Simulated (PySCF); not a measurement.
**Spin-rotation constants: `C=COC[C@@H](C)F`, C₅H₉FO**

Geometry (Å), atoms numbered from 1 in this order:
```xyz
16

C     1.512   -0.539   -2.515
C     1.714   -0.769   -1.228
O     0.949   -0.434   -0.159
C    -0.191    0.368   -0.362
C    -1.437   -0.486   -0.641
C    -1.851   -1.313    0.562
F    -2.465    0.372   -0.990
H     0.653   -0.024   -2.906
H     2.237   -0.868   -3.235
H     2.589   -1.302   -0.878
H    -0.040    1.084   -1.176
H    -0.340    0.922    0.571
H    -1.266   -1.125   -1.517
H    -2.124   -0.658    1.386
H    -2.704   -1.939    0.314
H    -1.018   -1.941    0.865
```

Level of theory: GIAO PBE/pcSseg-1 magnetisability, rotational g tensor and spin-rotation constants, non-relativistic, gas phase in PySCF. Geometry: GFN2-xTB, dihedral held. The dihedral C5–C4–O3–C2 is held at 90°.

(1) Give the nuclear spin-rotation constants along the inertial axes (H = +C I·J) beside the isotropic shieldings.

## Answers

(1) Rotational constants 4.7068, 1.5412, 1.3492 GHz. A star marks the isotopologue with that one atom substituted, in its own axes.
```tsv
atom	isotope	Caa (kHz)	Cbb (kHz)	Ccc (kHz)	mean (kHz)	σ (ppm)
F7	19F	3.317	0.600	0.763	1.560	375.4
H8	1H	-0.085	-0.017	-0.162	-0.088	27.4
H9	1H	0.150	-0.146	-0.117	-0.038	27.5
H10	1H	0.024	-0.022	-0.131	-0.043	25.0
H11	1H	-0.403	0.042	-0.117	-0.159	27.2
H12	1H	-0.368	-0.120	0.001	-0.162	27.8
H13	1H	-0.338	-0.123	0.033	-0.142	26.4
H14	1H	-0.356	-0.151	-0.040	-0.182	30.6
H15	1H	-0.235	-0.168	-0.046	-0.150	30.0
H16	1H	-0.245	-0.059	-0.145	-0.149	30.2
C1	13C*	1.629	0.354	0.226	0.736	98.3
C2	13C*	2.241	0.508	0.362	1.037	25.3
O3	17O*	-0.927	-0.323	-0.129	-0.460	191.8
C4	13C*	0.998	0.386	0.320	0.568	108.2
C5	13C*	1.101	0.376	0.397	0.625	92.0
C6	13C*	0.737	0.219	0.218	0.391	160.6
```
For the geometry as given, no vibrational averaging.
